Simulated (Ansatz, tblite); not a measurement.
Cost and result up the ladder for `c1ccc(CCOc2ccccc2)cc1` (29 atoms). Charge 0, multiplicity 1. Geometry: r2SCAN-D4/def2-SVP.

Ansatz on 4 threads of Intel Xeon on a shared host; xTB runs through tblite on one thread. Times are rough, summed over both states, and most runs start from the orbitals of an earlier one. PBE0-D4/def2-SVP serves as the yardstick here, not as an exact answer. The other state is a triplet.

The xTB rows come from tblite. HOMO above LUMO, or a gap near zero within one spin, warns that the state may not be the lowest or that an electron is smeared out.

xTB has no spin-polarisation term.

| level | functions | wall time |
| --- | --- | --- |
| GFN2-xTB | 74 | 0.19 s |
| GFN1-xTB | 88 | 0.25 s |
| PBE-D4/def2-SVP | 280 | 45 s |
| PBE0-D4/def2-SVP | 280 | 87 s |

Question: Estimate what each level gives for the vertical triplet (eV).

Answer: 
```tsv
level	vertical triplet (eV)	difference from PBE0-D4/def2-SVP (eV)	remarks
GFN2-xTB	4.33	0.10	–
GFN1-xTB	4.29	0.06	–
PBE-D4/def2-SVP	4.29	0.06	gap within one spin near zero (triplet)
PBE0-D4/def2-SVP	4.23	0.00	–
```
